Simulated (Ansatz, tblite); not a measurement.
Forces on In2O4H2 at its B3LYP-D4/def2-SVP geometry. Total charge 0; singlet.

In the def2 sets In takes a core potential; there is no spin–orbit coupling. The xTB rows come from tblite. The structure holds 2 bonds between oxygen atoms, so isomers without such links may lie far lower. Another isomer (singlet) lies 3.64 eV lower at PBE0-D4/def2-TZVP; other spin states weren't run for this one.

GFN1-xTB (tblite), largest force 1.57 eV/Å:

```xyz
8
positions Å, forces eV/Å
In   -0.055    0.959   -0.530   -0.018    0.094   -0.007
In    0.151   -2.010    0.986   -0.039   -0.098    0.215
O    -1.426   -0.014    0.835    0.028    0.561    0.661
O    -0.637    0.427    1.976    0.488   -0.441   -1.425
O     0.711    0.437    1.427   -0.560    0.439    0.499
O     0.517   -0.945   -1.145    0.253   -0.096   -0.846
H    -0.073    2.345   -1.521   -0.020   -0.616    0.544
H     0.813   -1.198   -2.028   -0.131    0.157    0.359
```

GFN2-xTB (tblite), largest force 2.57 eV/Å:

```
In -0.021 -0.012 0.087
In -0.004 -0.565 0.447
O 0.209 0.619 1.177
O 0.776 -0.537 -2.393
O -0.978 0.370 0.849
O 0.113 0.198 -0.567
H -0.009 -0.206 0.189
H -0.086 0.135 0.212
```

PBE-D4/def2-TZVP (Ansatz), largest force 0.43 eV/Å:

```
In -0.031 -0.033 0.135
In -0.016 0.043 0.026
O -0.326 -0.125 -0.247
O -0.081 0.091 0.224
O 0.425 0.034 -0.040
O -0.043 0.007 0.151
H 0.008 0.002 -0.030
H 0.064 -0.019 -0.221
```
